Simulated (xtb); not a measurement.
C7H9O (SMILES C[OH+]c1ccccc1), charge +1, singlet, geometry from GFN2-xTB; xtb with GFN0-xTB with GBSA(water).

xtb was given this input:
```
$ xtb mol.xyz --gfn 0 --chrg 1 --gbsa water --json

# file mol.xyz
17

C      2.68581111     0.47233117    -0.23426577
O      1.70989725     0.21900805     0.81386579
C      0.34471567     0.03250646     0.32907195
C      0.01222459    -1.19816702    -0.20327298
C     -1.28799653    -1.38978475    -0.64407141
C     -2.21537241    -0.36423910    -0.54765958
C     -1.85671093     0.86026071    -0.00676033
C     -0.56031393     1.07014763     0.43843242
H      3.66463036     0.55667222     0.23538758
H      2.67916004    -0.38406176    -0.90637054
H      2.44929023     1.37869168    -0.79224115
H      1.70573102     0.97635760     1.43676038
H      0.74141377    -1.99032729    -0.25934878
H     -1.57168239    -2.34338551    -1.05898733
H     -3.22491764    -0.52078929    -0.89251364
H     -2.58071358     1.65504338     0.07210182
H     -0.27623520     2.02140386     0.86543975
```

Output, abridged:

```
   ID    Z sym.   atoms
    1    6 C      1, 3-8
    2    8 O      2
    3    1 H      9-17

           -------------------------------------------------
          |                Calculation Setup                |
           -------------------------------------------------

           -------------------------------------------------
          |                 G F N 0 - x T B                 |
           -------------------------------------------------

      * Solvation model:               GBSA
        Solvent                        water
        Parameter file                 internal GFN2-xTB/GBSA
        Dielectric constant                8.0200E+01
        Reference state                gsolv [1 M gas/solution]
        Free energy shift                  1.8574E-03 Eh       1.1656E+00 kcal/mol
        Temperature                        2.9815E+02 K
        Density                            1.0000E+00 kg/L
        Solvent mass                       1.8000E+01 g/mol
        Interaction kernel             Still
        Born radius scaling (c1)           1.5524E+00
        Born radii integrator          GBOBC
        Born offset                        2.4628E-02 a0       4.6540E-02 AA
        H-bond correction              true
        Ion screening                  false
        Surface tension                    1.0000E-05 Eh       1.5569E+01 dyn/cm
        Grid points                               230 per atom

          ...................................................
          :                      SETUP                      :
          :.................................................:
          :  # basis functions                  50          :
          :  # atomic orbitals                  50          :
          :  # shells                           34          :
          :  # electrons                        42          :
          :  electronic temp.          300.0000000     K    :
          :  accuracy                    1.0000000          :
          :  -> integral cutoff          0.2500000E+02      :
          :  -> integral neglect         0.1000000E-07      :
          ...................................................

         :::::::::::::::::::::::::::::::::::::::::::::::::::::
         ::                     SUMMARY                     ::
         :::::::::::::::::::::::::::::::::::::::::::::::::::::
         :: total energy             -21.396609619868 Eh    ::
         :: total w/o Gsasa/hb       -21.395296525064 Eh    ::
         :: gradient norm              0.042638566191 Eh/a0 ::
         :: HOMO-LUMO gap              4.177300495265 eV    ::
         ::.................................................::
         :: H0 energy                -22.989528080213 Eh    ::
         :: repulsion energy           0.383363093125 Eh    ::
         :: electrostat energy         1.235513533376 Eh    ::
         :: -> Gsolv                   0.000000000000 Eh    ::
         ::    -> Gsasa               -0.003170537931 Eh    ::
         ::    -> Gshift               0.001857443127 Eh    ::
         :: dispersion energy         -0.005420311042 Eh    ::
         :: short-range corr.         -0.020537855115 Eh    ::
         :: add. restraining           0.000000000000 Eh    ::
         :: total charge               1.000000000000 e     ::
         :::::::::::::::::::::::::::::::::::::::::::::::::::::

           -------------------------------------------------
          |                Property Printout                |
           -------------------------------------------------

    * Orbital Energies and Occupations

         #    Occupation            Energy/Eh            Energy/eV
      -------------------------------------------------------------
         1        2.0000           -0.6969534             -18.9651
       ...           ...                  ...                  ...
         9        2.0000           -0.5618699             -15.2893
        10        2.0000           -0.5490879             -14.9414
        11        2.0000           -0.5374732             -14.6254
        12        2.0000           -0.5291715             -14.3995
        13        2.0000           -0.5272104             -14.3461
        14        2.0000           -0.5177407             -14.0884
        15        2.0000           -0.5072941             -13.8042
        16        2.0000           -0.4982337             -13.5576
        17        2.0000           -0.4796970             -13.0532
        18        2.0000           -0.4723694             -12.8538
        19        2.0000           -0.4459411             -12.1347
        20        2.0000           -0.4370046             -11.8915
        21        2.0000           -0.4222893             -11.4911 (HOMO)
        22                         -0.2687764              -7.3138 (LUMO)
        23                         -0.2644384              -7.1957
        24                         -0.1984518              -5.4001
        25                         -0.1454287              -3.9573
        26                         -0.1360464              -3.7020
        27                         -0.1228958              -3.3442
        28                         -0.1170055              -3.1839
        29                         -0.1151905              -3.1345
        30                         -0.1077217              -2.9313
        31                         -0.1039372              -2.8283
        32                         -0.0912787              -2.4838
       ...                                ...                  ...
        50                          0.6643738              18.0785
      -------------------------------------------------------------
                  HL-Gap            0.1535130 Eh            4.1773 eV
             Fermi-level            0.0000000 Eh            0.0000 eV

     #   Z          covCN         q      C6AA      α(0)
     1   6 C        3.627    -0.450    34.731     8.579
     2   8 O        2.491    -0.273    18.346     5.797
     3   6 C        2.859     0.192    25.235     8.208
     4   6 C        2.914    -0.125    32.860     9.370
     5   6 C        2.925    -0.076    31.504     9.176
     6   6 C        2.919    -0.080    31.607     9.190
     7   6 C        2.924    -0.064    31.186     9.129
     8   6 C        2.914    -0.153    33.668     9.485
     9   1 H        0.925     0.272     0.798     1.397
    10   1 H        0.925     0.259     0.844     1.437
    11   1 H        0.924     0.257     0.852     1.444
    12   1 H        0.803     0.271     0.815     1.418
    13   1 H        0.926     0.197     1.112     1.649
    14   1 H        0.926     0.195     1.123     1.657
    15   1 H        0.926     0.193     1.132     1.664
    16   1 H        0.926     0.193     1.133     1.665
    17   1 H        0.926     0.191     1.143     1.672

 Mol. C6AA /au·bohr⁶  :       2748.439600
 Mol. C8AA /au·bohr⁸  :      68222.607557
 Mol. α(0) /au        :         82.935770

Wiberg/Mayer (AO) data.
largest (>0.10) Wiberg bond orders for each atom

 ---------------------------------------------------------------------------
     #   Z sym  total        # sym  WBO       # sym  WBO       # sym  WBO
 ---------------------------------------------------------------------------
     1   6 C    3.935 --    10 H    0.985    11 H    0.984     9 H    0.984
                             2 O    0.951
     2   8 O    2.971 --    12 H    0.971     1 C    0.951     3 C    0.950
     3   6 C    3.931 --     8 C    1.418     4 C    1.416     2 O    0.950
                             6 C    0.105
     4   6 C    3.989 --     5 C    1.437     3 C    1.416    13 H    0.969
                             7 C    0.113
     5   6 C    3.988 --     6 C    1.439     4 C    1.437    14 H    0.973
                             8 C    0.113
     6   6 C    3.988 --     7 C    1.440     5 C    1.439    15 H    0.973
                             3 C    0.105
     7   6 C    3.988 --     6 C    1.440     8 C    1.433    16 H    0.973
                             4 C    0.113
     8   6 C    3.988 --     7 C    1.433     3 C    1.418    17 H    0.968
                             5 C    0.113
     9   1 H    0.990 --     1 C    0.984
    10   1 H    0.992 --     1 C    0.985
    11   1 H    0.984 --     1 C    0.984
    12   1 H    0.973 --     2 O    0.971
    13   1 H    0.984 --     4 C    0.969
    14   1 H    0.984 --     5 C    0.973
    15   1 H    0.984 --     6 C    0.973
    16   1 H    0.984 --     7 C    0.973
    17   1 H    0.983 --     8 C    0.968
 ---------------------------------------------------------------------------

Topologies differ in total number of bonds
Writing topology from bond orders to xtbtopo.mol

 dipole moment from electron density (au)
     X       Y       Z
   3.1791   0.9335   1.3070  total (Debye):    9.053

           -------------------------------------------------
          | TOTAL ENERGY              -21.396609619868 Eh   |
          | GRADIENT NORM               0.042638566191 Eh/α |
          | HOMO-LUMO GAP               4.177300495265 eV   |
           -------------------------------------------------

normal termination of xtb
```
